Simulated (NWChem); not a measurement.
System: WOClF₃; SMILES [O]=[W]([F])([F])([F])[Cl]

Parts of the log:

```
             Northwest Computational Chemistry Package (NWChem) 7.3.0
             --------------------------------------------------------

 CS  symmetry detected

                             Geometry "geometry" -> ""
                             -------------------------

 Output coordinates in angstroms (scale by  1.889725989 to convert to a.u.)

  No.       Tag          Charge          X              Y              Z
 ---- ---------------- ---------- -------------- -------------- --------------
    1 W                   74.0000     0.05084043    -0.17430161     0.00000000
    2 O                    8.0000     1.72572862    -0.43641515     0.00000000
    3 F                    9.0000    -0.37573303    -0.15310026     1.82494900
    4 F                    9.0000    -0.37573303    -0.15310026    -1.82494900
    5 F                    9.0000    -0.78563732    -1.85455473     0.00000000
    6 Cl                  17.0000    -0.21965236     2.10802574     0.00000000

 Effective nuclear repulsion energy (a.u.)    1222.7268574499

      Symmetry information
      --------------------

 Group name             Cs
 Group number              2
 Group order               2
 No. of unique centers     5

                                 NWChem DFT Module
                                 -----------------

 Summary of "ao basis" -> "ao basis" (spherical)
 ------------------------------------------------------------------------------
       Tag                 Description            Shells   Functions and Types
 ---------------- ------------------------------  ------  ---------------------
 W                          def2-svp                12       32   6s3p2d1f
 O                          def2-svp                 6       14   3s2p1d
 F                          def2-svp                 6       14   3s2p1d
 Cl                         def2-svp                 8       18   4s3p1d

      Symmetry analysis of basis
      --------------------------

        a'         69
        a"         37

            General Information
            -------------------
          SCF calculation type: DFT
          Wavefunction type:  closed shell.
          No. of atoms     :     6
          No. of electrons :    66
           Alpha electrons :    33
            Beta electrons :    33
          Charge           :     0
          Spin multiplicity:     1
          Use of symmetry is: on ; symmetry adaption is: on
          Maximum number of iterations: 150
          AO basis - number of functions:   106
                     number of shells:    44
          Convergence on energy requested:  1.00D-06
          Convergence on density requested:  1.00D-05
          Convergence on gradient requested:  5.00D-04

              XC Information
              --------------
                         SCAN Method XC Functional
                  SCAN metaGGA Exchange Functional  1.000
                        SCAN Correlation Potential  1.000

             Grid Information
             ----------------
          Grid used for XC integration:  medium
          Radial quadrature: Mura-Knowles
          Angular quadrature: Lebedev.
          Tag              B.-S. Rad. Rad. Pts. Rad. Cut. Ang. Pts.
          ---              ---------- --------- --------- ---------
          W                   1.35      123           8.0       590
          O                   0.60       49           8.0       434
          F                   0.50       49          10.0       434
          Cl                  1.00       88           9.0       590
          Grid pruning is: on
          Number of quadrature shells:   358
          Spatial weights used:  Erf1

      Superposition of Atomic Density Guess
      -------------------------------------

 Sum of atomic energies:        -905.06882366

      Non-variational initial energy
      ------------------------------

 Total energy =    -898.090222
 1-e energy   =   -2026.566914
 2-e energy   =     747.604218
 HOMO         =      -0.448878
 LUMO         =      -0.012981

      Symmetry analysis of molecular orbitals - initial
      -------------------------------------------------

  Numbering of irreducible representations:

     1 a'          2 a"

  Orbital symmetries:

     1 a'          2 a'          3 a"          4 a'          5 a'
     6 a'          7 a'          8 a'          9 a"         10 a'
    11 a'         12 a"         13 a'         14 a'         15 a'
    16 a"         17 a'         18 a'         19 a'         20 a"
    21 a'         22 a"         23 a'         24 a'         25 a'
    26 a"         27 a"         28 a'         29 a'         30 a"
    31 a'         32 a"         33 a'         34 a"         35 a'
    36 a'         37 a"         38 a'         39 a'         40 a"
    41 a'         42 a'         43 a'

     ---------------------------------------------
      Total Density - Mulliken Population Analysis
     ---------------------------------------------

    Atom       Charge   Shell Charges
 -----------   ------   -------------------------------------------------------
    1 W   14    10.45   0.04 -0.35  1.79  0.56  0.27  0.05  5.51  0.59  0.12  1.44  0.29  0.17
    2 O    8     9.04   1.99  1.15  0.74  3.17  1.98  0.01
    3 F    9     9.66   1.99  1.15  0.80  3.54  2.17  0.00
    4 F    9     9.66   1.99  1.15  0.80  3.54  2.17  0.00
    5 F    9     9.66   1.99  1.15  0.80  3.54  2.17  0.00
    6 Cl  17    17.53   2.00  1.99  1.23  0.73  5.94  2.19  3.44  0.01

   convergence    iter        energy       DeltaE   RMS-Dens  Diis-err
 ---------------- ----- ----------------- --------- --------- ---------
 d= 0,ls=0.0,diis     1   -901.1776012374 -1.28D+03  6.09D-02  5.17D+00
 d= 0,ls=0.5,diis     2   -891.7193488395  9.46D+00  2.60D-02  6.81D+01
 d= 0,ls=0.5,diis     3   -898.0315298474 -6.31D+00  9.49D-03  3.26D+01
 d= 0,ls=0.5,diis     4   -899.7832711410 -1.75D+00  8.04D-03  1.65D+01
 d= 0,ls=0.5,diis     5   -900.8161344409 -1.03D+00  6.52D-03  6.55D+00
 d= 0,ls=0.5,diis     6   -901.3453139499 -5.29D-01  5.40D-03  2.03D+00
 d= 0,ls=0.5,diis     7   -901.5743561752 -2.29D-01  4.13D-03  6.06D-01
 d= 0,ls=0.5,diis     8   -901.6559556943 -8.16D-02  3.51D-03  4.16D-01
  Resetting Diis
 d= 0,ls=0.5,diis     9   -901.7033353779 -4.74D-02  2.95D-03  3.82D-01
 d= 0,ls=0.5,diis    10   -901.7321902976 -2.89D-02  7.02D-03  4.09D-01
 d= 0,ls=0.5,diis    11   -901.7426502978 -1.05D-02  3.07D-03  6.55D-01
 d= 0,ls=0.5,diis    12   -901.7973085237 -5.47D-02  2.09D-03  1.80D-01
 d= 0,ls=0.5,diis    13   -901.8205487185 -2.32D-02  1.44D-03  4.35D-02
 d= 0,ls=0.5,diis    14   -901.8298218689 -9.27D-03  9.53D-04  7.14D-03
 d= 0,ls=0.5,diis    15   -901.8332937044 -3.47D-03  7.08D-04  4.08D-03
 d= 0,ls=0.5,diis    16   -901.8352366704 -1.94D-03  5.34D-04  2.32D-03
 d= 0,ls=0.5,diis    17   -901.8363213643 -1.08D-03  3.93D-04  1.21D-03
 d= 0,ls=0.5,diis    18   -901.8369104267 -5.89D-04  2.89D-04  7.40D-04
 d= 0,ls=0.5,diis    19   -901.8372550468 -3.45D-04  2.14D-04  4.32D-04
 d= 0,ls=0.5,diis    20   -901.8374320112 -1.77D-04  1.57D-04  3.71D-04
 d= 0,ls=0.5,diis    21   -901.8375437513 -1.12D-04  1.20D-04  2.52D-04
 d= 0,ls=0.5,diis    22   -901.8376131854 -6.94D-05  9.06D-05  1.52D-04
 d= 0,ls=0.5,diis    23   -901.8376527777 -3.96D-05  6.82D-05  1.01D-04
 d= 0,ls=0.5,diis    24   -901.8376760297 -2.33D-05  5.22D-05  6.84D-05
 d= 0,ls=0.5,diis    25   -901.8376905434 -1.45D-05  4.00D-05  4.31D-05
 d= 0,ls=0.5,diis    26   -901.8376993995 -8.86D-06  3.08D-05  2.65D-05
 d= 0,ls=0.5,diis    27   -901.8377046390 -5.24D-06  2.36D-05  1.66D-05
 d= 0,ls=0.5,diis    28   -901.8377077892 -3.15D-06  1.81D-05  1.07D-05
 d= 0,ls=0.5,diis    29   -901.8377097202 -1.93D-06  1.40D-05  6.58D-06
 d= 0,ls=0.5,diis    30   -901.8377108925 -1.17D-06  1.08D-05  4.05D-06
 d= 0,ls=0.5,diis    31   -901.8377115923 -7.00D-07  8.30D-06  2.51D-06

         Total DFT energy =     -901.837712016153
      One electron energy =    -2027.468744264122
           Coulomb energy =      820.467078729792
    Exchange-Corr. energy =      -75.708521135181
 Nuclear repulsion energy =      380.872474653358

 Numeric. integr. density =       66.000005017854

                  Occupations of the irreducible representations
                  ----------------------------------------------

                     irrep           alpha         beta
                     --------     --------     --------
                     a'               23.0         23.0
                     a"               10.0         10.0

                       DFT Final Molecular Orbital Analysis
                       ------------------------------------

 Vector   31  Occ=2.000000D+00  E=-3.781068D-01  Symmetry=a"
              MO Center=  8.5D-01, -3.5D-01, -5.9D-11, r^2= 2.8D+00
   Bfn.  Coefficient  Atom+Function         Bfn.  Coefficient  Atom+Function
  ----- ------------  ---------------      ----- ------------  ---------------
    38      0.494246  2 O  pz                41      0.343540  2 O  pz
    50      0.238986  3 F  px                64     -0.238986  4 F  px
    19     -0.169901  1 W  d  1              52      0.170363  3 F  pz
    66      0.170363  4 F  pz                53     -0.162442  3 F  px
    67      0.162442  4 F  px                55     -0.134547  3 F  pz

[...]

                         DFT ENERGY GRADIENTS

    atom               coordinates                        gradient
                 x          y          z           x          y          z
   1 W       0.096074  -0.329382   0.000000   -0.007348   0.005860   0.000000
   2 O       3.261154  -0.824705   0.000000    0.015909  -0.002297   0.000000
   3 F      -0.710032  -0.289318   3.448654   -0.002046   0.000181   0.009072
   4 F      -0.710032  -0.289318  -3.448654   -0.002046   0.000181  -0.009072
   5 F      -1.484639  -3.504600   0.000000   -0.004125  -0.008621   0.000000
   6 Cl     -0.415083   3.983591   0.000000   -0.000344   0.004695   0.000000
```

Level: SCAN/def2-SVP with def2 effective core potentials on W. Geometry: optimised at PBE-D3(BJ)/def2-SVP. No frequency run checked for a minimum. def2 effective core potentials on W; no spin-orbit coupling.

Problem. Write an input that gives this output.

Solution. One answer among several that fit: the input that was run:
```
start job
memory heap 200 mb stack 900 mb global 1100 mb
geometry units angstroms noautoz
  W      0.008338     0.167526     0.000000
  O      1.680973     0.443653     0.000000
  F     -0.418043     0.142754     1.824949
  F     -0.418043     0.142754    -1.824949
  F     -0.842178     1.840717     0.000000
  Cl    -0.243037    -2.116986     0.000000
end
basis spherical
  * library def2-svp
end
ecp
  W library def2-ecp
end
dft
  xc scan
  iterations 150
  mulliken
end
task dft gradient
```
